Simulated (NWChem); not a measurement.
System: CH₄OSi, singlet; SMILES CO[SiH]

```xyz
7

Si    -0.0173     1.2199     0.0000
H     -1.5440     0.9046     0.0000
O      0.5082    -0.3557     0.0000
C     -0.1929    -1.5693     0.0000
H      0.0823    -2.1570    -0.8908
H      0.0823    -2.1570     0.8908
H     -1.2862    -1.4078     0.0000
```
Atoms are numbered in this order, from 1.

Low-valent species are run as closed-shell singlets; no triplet was tried in these runs. The geometry was optimised at PBE0/def2-SVP.

Symmetry labels are those of Cs in the frame above (b1 and b2, or b-type labels, depend on it).

**Question.** List the 4 lowest vertical singlet excitations from B3LYP/def2-SVPD, TDA (NWChem).

**Answer.** 
```tsv
state	energy (eV)	oscillator strength	symmetry	leading excitation (squared amplitude)
S1	3.40	0.032	a"	HOMO → LUMO (0.96)
S2	5.34	0.011	a"	HOMO−1 → LUMO (0.98)
S3	5.74	0.053	a'	HOMO → LUMO+1 (0.91)
S4	6.18	0.072	a'	HOMO−2 → LUMO (0.84)
```
